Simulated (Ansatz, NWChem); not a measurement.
**Si2H4F2 (SMILES F[SiH2][SiH2]F): the vertical ionisation energy from total energies**

Si2H4F2 has 8 atoms, charge 0, and is taken as a singlet. SMILES: `F[SiH2][SiH2]F`. The coordinates come from a PBE0-D4/def2-TZVP relaxation. This is one conformer, not always the lowest.

```xyz
8

F    -1.9348    1.2058   -0.2745
Si   -0.3578    1.1281    0.0124
Si    0.3586   -1.1096    0.0441
F     0.2810   -1.7420   -1.4288
H     0.3401    1.9142   -1.0370
H    -0.0998    1.7437    1.3416
H     1.7748   -1.1640    0.4954
H    -0.4771   -1.9419    0.9468
```

Both states at this one shape; open shells run unrestricted unless said. 1 Eh = 27.2114 eV.

```tsv
level	program	singlet Si2H4F2 (Eh)	doublet [Si2H4F2]+ (Eh)	HOMO of the first (eV)
HF/jorge-TZP, open shells restricted	Ansatz	-779.297457	-778.915381	-11.42
M06-SX/STO-3G	NWChem	-771.262263	-771.004423	-4.05
```

**Question.** Work out the vertical ionisation energy at each level.

**Answer.** 
1. HF/jorge-TZP, open shells restricted: -778.915381 − (-779.297457) = 0.382076 Eh = 10.40 eV; −ε(HOMO) = 11.42 eV.
2. M06-SX/STO-3G: -771.004423 − (-771.262263) = 0.257840 Eh = 7.02 eV; −ε(HOMO) = 4.05 eV.

No measured value is set beside it here; the levels span 7.02 to 10.40 eV. In Hartree–Fock, −ε(HOMO) (Koopmans) exceeds the difference of totals by the orbital relaxation of the ion. Minimal sets are far from the basis-set limit.
